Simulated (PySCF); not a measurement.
PySCF input file for Si(F)2(H)(NCO) (CHF₂NOSi), SMILES O=C=N[SiH](F)F, B3LYP-D3(BJ)/def2-SVP. Geometry: B3LYP-D3(BJ)/def2-SVP. This is a generated structure with no PubChem entry under its InChIKey; it may be hypothetical. Other conformers were not sampled.

```python
import numpy as np
from pyscf import gto, scf, dft, df
from pyscf.hessian import thermo

mol = gto.M(
    atom='''
    Si   -0.92512266   -0.36351271    0.00000000
    F    -1.53119698    0.37369403    1.29465980
    F    -1.53119698    0.37369403   -1.29465980
    N     0.75934313   -0.17346635   -0.00000000
    C     1.94838084    0.00410906   -0.00000000
    O     3.10352209    0.16597187    0.00000000
    H    -1.32060075   -1.77547946    0.00000001
    ''',
    basis='def2-SVP',
    charge=0,
    spin=0,
    max_memory=1600,
    verbose=3,
)
mf = dft.RKS(mol, xc='b3lyp').density_fit(auxbasis='def2-universal-jkfit')
mf.disp = 'd3bj'
mf.grids.level = 3
mf.conv_tol = 1e-11
mf.max_cycle = 100
mf.kernel()

# [left out here: the lines that compute and print the analytic Hessian (its translational invariance restored by hand, since the grid's response is missing), thermochemistry and intensities]
```

Program output:

```
converged SCF energy = -657.681357724459

WARN: DFTD3 does not support analytical Hessian, using finite difference


WARN: Mole.unit (angstrom) is changed to Bohr

Mode                                 0                   1                   2
Irrep
Freq [cm^-1]                       53.4986             60.9009            281.2186
Reduced mass [au]                  16.1888             11.2330             15.2821
Force const [Dyne/A]                0.0273              0.0245              0.7121
Char temp [K]                      76.9726             87.6229            404.6110
Normal mode                   x     y     z       x     y     z       x     y     z
       0  Si                -0.00 -0.00  0.02   -0.02 -0.02 -0.00    0.04 -0.01 -0.00
       1   F                -0.10 -0.02 -0.01    0.05  0.04  0.00   -0.10  0.03 -0.09
       2   F                 0.10  0.02 -0.01    0.05  0.04 -0.00   -0.10  0.03  0.09
       3   N                -0.00 -0.00  0.15   -0.00 -0.19 -0.00    0.06 -0.07  0.00
       4   C                -0.00 -0.00 -0.00   -0.03 -0.02  0.00    0.06 -0.02  0.00
       5   O                -0.00  0.00 -0.13   -0.05  0.12  0.00    0.06  0.02 -0.00
       6   H                -0.00  0.00 -0.03   -0.16  0.02  0.00    0.10 -0.03 -0.00
Mode                                 3                   4                   5
Irrep
Freq [cm^-1]                      289.7705            388.9528            618.4595
Reduced mass [au]                  13.0901             15.9684             12.6881
Force const [Dyne/A]                0.6476              1.4233              2.8594
Char temp [K]                     416.9153            559.6165            889.8256
Normal mode                   x     y     z       x     y     z       x     y     z
       0  Si                -0.00  0.00 -0.06   -0.00 -0.11  0.00   -0.00 -0.00  0.00
       1   F                 0.10  0.00 -0.02    0.05  0.05 -0.08   -0.00 -0.00  0.00
       2   F                -0.10 -0.00 -0.02    0.05  0.05  0.08   -0.00 -0.00 -0.00
       3   N                -0.00  0.00  0.17   -0.05  0.09 -0.00    0.02 -0.10  0.00
       4   C                -0.00  0.00  0.07   -0.05  0.03  0.00   -0.03  0.24 -0.00
       5   O                -0.00 -0.00 -0.03   -0.04 -0.02 -0.00    0.02 -0.10  0.00
       6   H                -0.00  0.00 -0.13    0.01 -0.11 -0.00   -0.02  0.00  0.00
Mode                                 6                   7                   8
Irrep
Freq [cm^-1]                      621.8834            625.9149            839.2107
Reduced mass [au]                  12.7125              8.9727              1.4139
Force const [Dyne/A]                2.8967              2.0711              0.5867
Char temp [K]                     894.7518            900.5522           1207.4374
Normal mode                   x     y     z       x     y     z       x     y     z
       0  Si                -0.00 -0.00 -0.00   -0.12 -0.06  0.00    0.01  0.04 -0.00
       1   F                -0.00 -0.00  0.00   -0.01  0.02  0.03    0.02 -0.05 -0.06
       2   F                 0.00  0.00  0.00   -0.01  0.02 -0.03    0.02 -0.05  0.06
       3   N                 0.00  0.00 -0.10    0.05  0.03  0.00   -0.00  0.02 -0.00
       4   C                 0.00  0.00  0.24    0.09  0.01 -0.00    0.00  0.01 -0.00
       5   O                 0.00  0.00 -0.10    0.12  0.02  0.00    0.00 -0.00 -0.00
       6   H                -0.00 -0.00  0.01   -0.25 -0.02 -0.00   -0.79  0.26 -0.00
Mode                                 9                  10                  11
Irrep
Freq [cm^-1]                      841.7427            908.9327            988.3784
Reduced mass [au]                   1.1780              4.4564              8.5667
Force const [Dyne/A]                0.4918              2.1692              4.9307
Char temp [K]                    1211.0804           1307.7518           1422.0564
Normal mode                   x     y     z       x     y     z       x     y     z
       0  Si                -0.00 -0.00 -0.01   -0.10  0.07 -0.00   -0.00  0.00  0.13
       1   F                -0.02  0.05  0.04    0.05 -0.05 -0.08    0.04 -0.04 -0.09
       2   F                 0.02 -0.05  0.04    0.05 -0.05  0.08   -0.04  0.04 -0.09
       3   N                 0.00 -0.00 -0.01    0.00 -0.02 -0.00    0.00 -0.00 -0.01
       4   C                -0.00 -0.00 -0.00    0.01 -0.00  0.00    0.00 -0.00 -0.00
       5   O                -0.00 -0.00  0.00    0.03  0.00 -0.00    0.00  0.00  0.00
       6   H                 0.00 -0.00 -0.92    0.43 -0.07 -0.00    0.00  0.00 -0.28
Mode                                12                  13                  14
Irrep
Freq [cm^-1]                     1551.7146           2360.9161           2462.6802
Reduced mass [au]                  14.7896              1.0469             12.0657
Force const [Dyne/A]               20.9812              3.4380             43.1140
Char temp [K]                    2232.5719           3396.8326           3543.2485
Normal mode                   x     y     z       x     y     z       x     y     z
       0  Si                 0.03  0.00  0.00   -0.01 -0.03 -0.00   -0.00  0.00  0.00
       1   F                 0.00  0.00  0.00   -0.00 -0.00  0.00   -0.00  0.00  0.00
       2   F                 0.00  0.00 -0.00   -0.00 -0.00 -0.00   -0.00  0.00 -0.00
       3   N                -0.20 -0.03 -0.00    0.01  0.00 -0.00    0.11  0.02 -0.00
       4   C                -0.04 -0.00 -0.00   -0.02 -0.00 -0.00   -0.24 -0.03  0.00
       5   O                 0.15  0.02  0.00    0.01  0.00  0.00    0.09  0.01 -0.00
       6   H                 0.01  0.01 -0.00    0.26  0.94  0.00   -0.03 -0.06 -0.00
temperature 298.1500 [K]
pressure 101325.00 [Pa]
Rotational constants [GHz] 6.59317 1.50579 1.30809
Symmetry number 1
Zero-point energy (ZPE) 0.02938 [Eh]   77124.293 [J/mol]
                           tot       elec      trans        rot        vib
Entropy [J/mol/K]       345.334      0.000    167.267    115.503     62.564
Cv [J/mol/K]             83.177      0.000     12.472     12.472     58.233
Cp [J/mol/K]             91.491      0.000     20.786     12.472     58.233
Internal energy [J/mol]                      3718.434   3718.434  86344.545
Internal energy [Eh]   -657.64564  -657.68136
Enthalpy [J/mol]                             6197.391   3718.434  86344.545
Enthalpy [Eh]          -657.64469
Gibbs free energy [J/mol]                  -43673.287 -30718.898  67691.190
Gibbs free energy [Eh] -657.68391
static polarisability / bohr^3: [[55.038  4.669 -0.   ]
 [ 4.668 25.425 -0.   ]
 [ 0.     0.    23.98 ]]
largest difference of analytic and finite-field dipole derivatives / e: 0.0014207527346083992
mode   freq/cm-1   IR/(km/mol)   Raman/(A^4/amu)   depolarisation
   1       53.50         0.005             2.049            0.750
   2       60.90         0.633             2.024            0.744
   3      281.22        16.757             0.654            0.603
   4      289.77         8.527             0.056            0.750
   5      388.95        55.014             1.025            0.575
   6      618.46        36.215             0.203            0.717
   7      621.88        36.341             0.191            0.750
   8      625.91       128.303             7.997            0.176
   9      839.21        62.764             8.375            0.694
  10      841.74        20.316             9.684            0.750
  11      908.93       356.057             3.980            0.210
  12      988.38       232.698             0.722            0.750
  13     1551.71        70.447            21.533            0.239
  14     2360.92       120.021           110.829            0.173
  15     2462.68      1406.126             0.083            0.450
max |gradient| / (hartree/bohr): 0.00012589451045232842
APT charges: [ 2.3008 -0.652  -0.652  -1.3236  1.3505 -0.7527 -0.2709]
```

The calculation finished and met its thresholds.
